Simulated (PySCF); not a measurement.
An element was calculated at UHF (PySCF 2.14, ECP, a triple-zeta basis, no spin-orbit coupling), in the ground configurations that NIST lists.

```
electron affinity          : -0.229 eV
first ionisation energy    : 5.982 eV
second ionisation energy   : 13.044 eV
third ionisation energy    : 24.222 eV
polarisability of the atom : 132 bohr³
```

Q: Which element is it?

A: Niobium (Nb, Z = 41), in aug-cc-pwCVTZ-PP with ECP28MDF. NIST lists 6.759, 14.32, 25.04 eV for these ionisation energies.
